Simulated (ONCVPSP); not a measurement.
# What one change does to a pseudopotential (tin (Sn), ONCV)

tin, optimised norm-conserving Vanderbilt (ONCV), made with ONCVPSP 4.0.1 (LDA (Perdew-Wang 92), scalar-relativistic). Core [Kr], reference 4d10 5s1 5p3. Waves: 5s: rc 1.90 bohr, ncon 4, nbas 7, qcut 3.3 1/bohr, 2 projectors, debl 3.7 Ha; 5p: rc 2.50 bohr, ncon 4, nbas 8, qcut 2.9 1/bohr, 2 projectors, debl 2.9 Ha; 4d: rc 1.05 bohr, ncon 4, nbas 8, qcut 9.8 1/bohr, 3 projectors, debl 1.1 Ha. Local part: polynomial inside 0.70 bohr (lpopt 5, dvloc0 0 Ha). Core correction: Teter function, fcfact 4.5, rcfact 1.45.

Change: p: debl 5.1.

Cutoffs: the cutoffs (Ha) at which the residual kinetic energy of the hardest occupied pseudo-wave falls to 1 and 0.1 mHa per electron; they do not see the model core or the augmentation charge, which bear on the density cutoff. Errors are all-electron minus pseudo energies relative to the spin-unpolarised reference configuration.

Q: How do hardness, ghosts and transferability respond?

A: The potential gets neither clearly harder nor softer (44 Ha and 73 Ha → 44 Ha and 73 Ha); both files keep a bound ghost (d, p, s); the errors of the 4 common tests hardly move; the range in which the p phases agree narrows (upper end 4.4 → 2.1).

| quantity | base | changed |
| --- | --- | --- |
| cutoff, loose | 44 Ha | 44 Ha |
| cutoff, tight | 73 Ha | 73 Ha |
| bound ghosts | s, p, d | s, p, d |
| GHOST(+) flags under 300 eV | s at 61.4 eV, p at 128.8 eV | s at 61.4 eV, p at 173.7 eV |
| error for 4d10 5s2 5p2, meV [ΔE -7.08 eV] | +2.6 | +2.7 |
| error for 4d10 5s2 5p1, meV [ΔE 0.02 eV] | +0.3 | +0.3 |
| error for 4d10 5s2 5p0, meV [ΔE 14.27 eV] | -6.7 | -6.6 |
| error for 4d10 5s0 5p4, meV [ΔE 7.33 eV] | +1.9 | +2.1 |
| s: phases at 1.92 bohr within 0.05 rad from the reference energy up to (Ha; the scan ends near 5) | 2.2 | 2.2 |
| p: phases at 2.53 bohr within 0.05 rad from the reference energy up to (Ha; the scan ends near 5) | 4.4 | 2.1 |
| d: phases at 1.06 bohr within 0.05 rad from the reference energy up to (Ha; the scan ends near 5) | to the end of the scan | to the end of the scan |
| rms error of d²Exc/dni dnj with the model core, mHa | 0.70 | 0.70 |

 A true bound ghost makes a file unfit for plane-wave use even where its test errors are small: the radial tests pick states by their node count and pass the ghost by.
